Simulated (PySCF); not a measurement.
Geometries of 3 isomers of CH6B2FN, from PBE0-D3(BJ)/def2-SVP geometry optimisation, gas phase (PySCF 2.14.0). One conformer each, no zero-point energy, no frequencies.

Question: Which is lowest in electronic energy at this level?
A.
```xyz
11
angstrom
B     -1.928   -0.032    0.208
N     -0.595   -0.336    0.449
C      0.499   -0.276   -0.492
B      1.776    0.494   -0.019
F      1.842    0.953    1.220
H     -2.262    0.299   -0.908
H     -2.717   -0.105    1.122
H     -0.313   -0.583    1.391
H      0.151    0.177   -1.436
H      0.843   -1.289   -0.798
H      2.740    0.665   -0.732
```
B.
```xyz
11
angstrom
N     -1.554    0.716    0.501
B     -0.410    0.214    1.118
C      0.520   -0.842    0.382
B      1.421    0.010   -0.546
F      1.051    0.223   -1.810
H     -2.156    1.401    0.938
H     -1.859    0.432   -0.422
H     -0.130    0.645    2.215
H     -0.092   -1.542   -0.211
H      1.119   -1.380    1.131
H      2.443    0.562   -0.195
```
C.
```xyz
11
angstrom
B      1.827   -0.416   -0.242
N      0.910    0.654   -0.210
B     -0.510    0.628   -0.009
C     -1.387   -0.644    0.218
F     -1.108    1.828   -0.018
H      2.999   -0.179   -0.417
H      1.437   -1.548   -0.095
H      1.291    1.589   -0.337
H     -0.834   -1.589    0.156
H     -2.209   -0.662   -0.516
H     -1.867   -0.582    1.209
```

Answer: C. That is `BNB(C)F`, 21.0 kcal/mol below the next.

```tsv
SMILES	atoms numbered as above	E (Eh)	relative (kcal/mol)	relative (kJ/mol)	dipole (D)
BNB(C)F	[BH2:1][NH:2][B:3]([CH3:4])[F:5]	-245.69206	0.0	0.0	0.12
NBCBF	[NH2:1][BH:2][CH2:3][BH:4][F:5]	-245.65858	21.0	87.9	1.96
BNCBF	[BH2:1][NH:2][CH2:3][BH:4][F:5]	-245.62431	42.5	177.9	1.92
```
